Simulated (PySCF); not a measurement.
One molecule, many functionals

Species: C4H8Si.
SMILES: `CC#CC[SiH3]`

Linear-response calculations in the def2-SVPD basis (PySCF; singlets by full response, triplets Tamm–Dancoff, core orbitals frozen in the response; HF means time-dependent Hartree–Fock). 'Strongest' is the level of largest summed f among the singlets computed (10 roots, of which the last may lack a degenerate partner); it can jump between rows when another state enters that window. S1 is the lowest singlet of each run and needn't be the same state throughout; f(S1) is that of one state. Geometry: PBE0-D3(BJ)/def2-SVP; no solvent, vibrations or thermal averaging.

```tsv
functional	kind	S1 (eV)	f(S1)	strongest (eV)	T1 (eV)	HOMO (eV)	gap (eV)	ionisation energy, ΔSCF (eV)
LDA	LDA	5.55	0.001	6.11	5.31	-5.97	5.51	9.03
B3LYP	global hybrid, 20% exact exchange	6.02	0.002	6.39	5.26	-6.77	6.91	9.02
PBE0	global hybrid, 25% exact exchange	6.26	0.002	7.14	5.20	-6.99	7.39	9.01
BHandHLYP	global hybrid, 50% exact exchange	6.30	0.000	8.24	5.24	-8.02	8.96	8.99
CAM-B3LYP	range-separated hybrid	6.33	0.000	8.10	5.31	-8.29	9.39	9.13
wB97X-D	range-separated hybrid	6.38	0.000	8.28	5.38	-8.81	10.82	9.09
LC-wPBE	range-separated hybrid	6.45	0.000	8.84	5.24	-9.66	11.80	9.24
HF	Hartree–Fock	6.13	0.000	9.27	4.77	-9.61	12.02	not settled
```

**Question.** What does PBE (GGA) give?

**Answer.** S1 (eV) 5.56, f(S1) 0.001, strongest (eV) 6.09, T1 (eV) 5.15, HOMO (eV) -5.83, gap (eV) 5.52, ionisation energy, ΔSCF (eV) 8.86. S1 runs from 5.55 eV (LDA) to 6.45 eV (LC-wPBE), a spread of 0.90 eV, while the orbital gap spreads over 6.5 eV. −ε(HOMO) comes closest to its own ΔSCF ionisation energy with wB97X-D (-0.27 eV) and misses most with LDA (-3.06 eV). 'Not settled' means that the ion's SCF failed to converge or may have ended in another state than the lowest.
